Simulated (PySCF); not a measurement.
Structure with atom numbers: `[BH2:1][CH2:2][C:3]#[C:4][CH3:5]` (H(Xn): hydrogen on atom n).

All values are calculated (PySCF): shieldings: GIAO PBE0/pcSseg-1, geometry from PBE0-D3(BJ)/def2-SVP. Non-relativistic Hamiltonian, no solvent model, averaged over atoms made equivalent by symmetry, fast rotation or ring inversion, single conformer.

δ = σ(ref) − σ, references computed at the same level: 13C, 1H vs TMS; 11B against BF3·OEt2.

```tsv
atoms	nucleus	count	δ (ppm)
C3	13C	1	83.8
C2	13C	1	24.5
H(B1)	1H	2	7.67
C4	13C	1	?
H(C2)	1H	2	2.61
C5	13C	1	4.8
B1	11B	1	91.3
H(C5)	1H	3	?
```

Q: Complete the table.

A: 
- C4: 79.2 ppm, alkyne carbon; the triple bond shields along its axis, which puts it between sp3 and sp2 carbons
- H(C5): 1.86 ppm, hydrogen on a propargylic methyl carbon

Hydrogens on boron are broadened and split by 11B (spin 3/2, 80 %) and 10B (spin 3). A carbon bonded to boron is broadened by the quadrupolar boron nucleus and is often missing from a measured spectrum. Shifts are as computed. Against solution values, carbons near 30 ppm lie about +2 ppm off and those near 130 ppm about +5 ppm. Of 1211 compounds with measured shifts, 218 miss one by over three times the rms of a fit or turn the order of signals round; such compounds aren't used in these exercises.
